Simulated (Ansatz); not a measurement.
Cs5⁻, relaxed as a singlet with RKS PBE0/def2-TZVPD in Ansatz, starting from the GFN1-xTB geometry. Force threshold 0.02 eV/Å.

In the def2 sets Cs takes a core potential; there is no spin–orbit coupling. The restricted singlet is unstable towards broken spin symmetry in Hartree–Fock (as tested in another run); at PBE0/def2-TZVPD this wasn't settled. Another isomer (singlet) lies 0.33 eV lower at PBE0/def2-TZVPD; other spin states weren't run for this one.

Start:

| atom | x (Å) | y (Å) | z (Å) |
| --- | --- | --- | --- |
| Cs1 | 0.000 | 0.000 | 0.000 |
| Cs2 | 2.235 | 2.142 | -2.979 |
| Cs3 | -1.631 | 0.634 | 3.924 |
| Cs4 | 1.631 | -0.634 | -3.924 |
| Cs5 | -2.235 | -2.142 | 2.979 |

```json
{"step": "1", "energy (eV)": "-2738.4016", "largest force component (eV/Å)": "3.170", "SCF passes": "74"}
{"step": "2", "energy (eV)": "-2740.1162", "largest force component (eV/Å)": "1.478", "SCF passes": "27"}
{"step": "3", "energy (eV)": "-2740.9294", "largest force component (eV/Å)": "0.946", "SCF passes": "20"}
{"step": "4", "energy (eV)": "-2741.5192", "largest force component (eV/Å)": "0.598", "SCF passes": "24"}
{"step": "5", "energy (eV)": "-2741.8934", "largest force component (eV/Å)": "0.352", "SCF passes": "23"}
{"step": "6", "energy (eV)": "-2742.1039", "largest force component (eV/Å)": "0.175", "SCF passes": "21"}
{"step": "7", "energy (eV)": "-2742.1965", "largest force component (eV/Å)": "0.063", "SCF passes": "20"}
{"step": "8", "energy (eV)": "-2742.2218", "largest force component (eV/Å)": "0.012", "SCF passes": "20"}
{"step": "9", "energy (eV)": "-2742.2236", "largest force component (eV/Å)": "0.010", "SCF passes": "22"}
{"step": "10", "energy (eV)": "-2742.2256", "largest force component (eV/Å)": "0.003", "SCF passes": "23"}
```

Force components are those of the run's own axes.

End:

```xyz
5

Cs    0.000    0.000    0.000
Cs    2.552    3.433   -2.616
Cs   -1.393    1.894    4.429
Cs    1.393   -1.894   -4.429
Cs   -2.552   -3.433    2.616
```

By distances, no bond broke or formed, bridged metal pairs apart. The bond that changes most is Cs2–Cs4, from 2.99 to 5.74 Å (atoms count from 1). Metal–metal contacts that move far: Cs2–Cs4 2.99 to 5.74 Å, Cs3–Cs5 2.99 to 5.74 Å.

The force fell under the threshold at step 8, but the optimiser went on and released 0.004 eV more. No frequencies were taken in this run, so the end may be a saddle point.

Run time 45 s (4 threads of Arm Neoverse V1 on a shared host).
